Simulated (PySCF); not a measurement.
Gas-phase reaction: 3 SnH3Cl ⇌ 2 SnH2 + SnHCl3 + 2 H2

Method: PySCF energies plus ideal-gas RRHO corrections (1 bar). † marks an energy on the PBE0/def2-TZVP geometry and frequencies; other levels use their own. MP2 freezes the core. All species are closed-shell singlets. Sn: scalar-relativistic def2 core potential, no spin-orbit coupling. SnH3Cl, SnH2, SnHCl3: computed as isolated molecules; such fragments, hydroxides, amides, oligomers or adducts are transient or little studied in the gas. MP2 isn't extrapolated to the basis-set limit; its ΔH°(298 K) is 193.8 kJ in def2-SVP and 179.5 kJ in def2-TZVPP. The harmonic model lacks anharmonicity and excited electronic states, which grow with temperature; levels with a mode under 35 cm⁻¹ are left out. Soft modes under 120 cm⁻¹ make the harmonic entropy rough for SnHCl3.

ΔH° and ΔS° at 298 K: M06-2X/def2-TZVP† 167 kJ, 237 J/K; MP2/def2-SVP† 194 kJ, 237 J/K; MP2/def2-TZVPP† 180 kJ, 237 J/K; PBE/def2-TZVP† 159 kJ, 237 J/K; PBE0/def2-TZVP 189 kJ, 237 J/K.

**Question.** With the heat capacities included, give log10 K (1 bar) at 500, 800, 1000, 1200, 1600 K from M06-2X/def2-TZVP†, MP2/def2-SVP†, MP2/def2-TZVPP†, PBE/def2-TZVP†, PBE0/def2-TZVP.

**Answer.** 
```tsv
T (K)	M06-2X/def2-TZVP†	MP2/def2-SVP†	MP2/def2-TZVPP†	PBE/def2-TZVP†	PBE0/def2-TZVP
500	-4.9	-7.7	-6.2	-4.1	-7.2
800	1.8	0.1	1.0	2.3	0.4
1000	4.0	2.6	3.4	4.4	2.9
1200	5.5	4.3	4.9	5.8	4.5
1600	7.2	6.3	6.8	7.5	6.5
```
